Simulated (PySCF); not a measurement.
C5H5, SMILES [C]1=CC=CC1 (connectivity only; charge and spin as stated), charge +1, multiplicity 1.

The structure is a stationary point at PBE0-D3(BJ)/def2-SVP. The spin state was assumed, not searched. The isomer is the one that the SMILES or the coordinates give; other isomers of the formula were not compared. The values are those of a single conformer.

Method: PBE0-D3(BJ)/def2-SVP in PySCF.

Frequencies are harmonic and unscaled.

Computed normal modes with their intensities:
```
mode  ν (cm⁻¹)  IR (km/mol)  Raman (Å⁴/amu)  depolarisation  moving atoms (share of kinetic energy)
----  --------  -----------  --------------  --------------  --------------------------------------
1          336         30.1             3.3            0.73                          C 55 %, H 45 %
2          433          9.5             4.6            0.57                          C 70 %, H 30 %
3          515         31.0            12.2            0.50                          C 66 %, H 34 %
4          619          5.2             3.4            0.66                          C 76 %, H 24 %
5          749         45.3            12.6            0.32                          H 59 %, C 41 %
6          867          7.3             1.3            0.67                          H 63 %, C 37 %
7          914         12.7             0.5            0.61                          C 59 %, H 41 %
8          929         24.7             8.5            0.48                          H 51 %, C 49 %
9          947         18.4             0.4            0.73                          H 71 %, C 29 %
10        1011          5.5             4.9            0.67                          H 62 %, C 38 %
11        1067          5.7            16.4            0.21                          H 57 %, C 43 %
12        1077          8.1             8.7            0.30                          H 68 %, C 32 %
13        1133          6.1            15.9            0.33                          H 64 %, C 36 %
14        1177         11.4             5.0            0.45                          H 60 %, C 40 %
15        1209          2.3             2.8            0.52                          H 67 %, C 33 %
16        1332         53.7             6.3            0.18                          C 52 %, H 48 %
17        1383         25.6            19.4            0.57                          H 85 %, C 15 %
18        1494         51.2            30.0            0.11                          C 86 %, H 14 %
19        1699          7.4            11.1            0.26                                  C 93 %
20        3091         61.8           140.4            0.14                                  H 94 %
21        3173         30.2            79.3            0.67                          H 90 %, C 10 %
22        3215         20.9            66.8            0.71                           H 92 %, C 8 %
23        3230         39.1           104.5            0.11                           H 91 %, C 9 %
24        3282         91.0           101.0            0.24                          H 90 %, C 10 %
```
